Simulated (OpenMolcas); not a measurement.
4d6 along the 42-electron sequence

```json
{"Program": "OpenMolcas", "Method": "RASSCF", "Basis": "ANO-RCC-VTZP", "Scalar Hamiltonian": "DKH2, point nucleus", "Spin-orbit coupling": "state interaction with AMFI integrals over the reference wave functions, term energies averaged over their components"}
```

Active space for each ion: 12 electrons in 8 orbitals (RAS1 4p, at most 2 holes; RAS2 4d).

Computed levels in cm-1 above 5D4:

```
                               Level   Rh3+   Pd4+   Ag5+
                                 5D3   1558   2073   2575
                                 5D2   2442   3162   3849
                                 5D1   3024   3916   4775
                                 5D0   3299   4264   5193
                              3P2(1)  18872  20521  22612
                                 3H6  21376  23426  25841
                                 3H5  21684  23715  26109
                              3F3(1)  22511  24763  27425
                                 3H4  22991  25568  28528
weight of 5D in the lowest level (%)     98     98     97
```

Mixed levels, with the weight of the term that names them: Rh3+ 3H4 (63 %), Pd4+ 3H4 (62 %), Ag5+ 3H5 (73 %), Ag5+ 3H4 (61 %).

Measured, with the error of the calculation in %. Measured levels: Ag5+ from the list in Gamrath, thesis, University of Mons (2023).

```tsv
Level	Ag5+
5D3	2692 (-4.4)
5D2	3953 (-2.6)
5D1	4941 (-3.4)
5D0	5380 (-3.5)
3P2(1)	21042 (+7.5)
3H6	21512 (+20.1)
3H5	21812 (+19.7)
3F3(1)	24441 (+12.2)
3H4	25144 (+13.5)
```

The fine-structure level 5D0 changes by a factor of 1.57 from Rh3+ to Ag5+. Its fourth root runs 7.58, 8.08, 8.49, with steps per unit of Z of 0.50, 0.41; equal steps would mean a (Z - σ)^4 law with constant σ.

3P2(1) changes by a factor of 1.2 over the same range, with steps per unit of Z of +1650, +2090 cm-1.

Without dynamic correlation excited terms often stand tens of per cent too high (terms of higher spin than the ground term too low), and those without a measured partner can miss by more than the paired ones. Active for correlation alone: 4p; no level in the range computed is led by a configuration that opens it, so any true level of that kind is missing. Computed and measured levels are paired by configuration, term and J; levels that our copy of the source lacks, or whose pairing is in doubt (as where it misses far off the trend of its configuration), stay unpaired and out of the deviations. Levels of configurations outside the active space are missing.

A number in round brackets counts repeated terms of one configuration in the order of the reference energies.
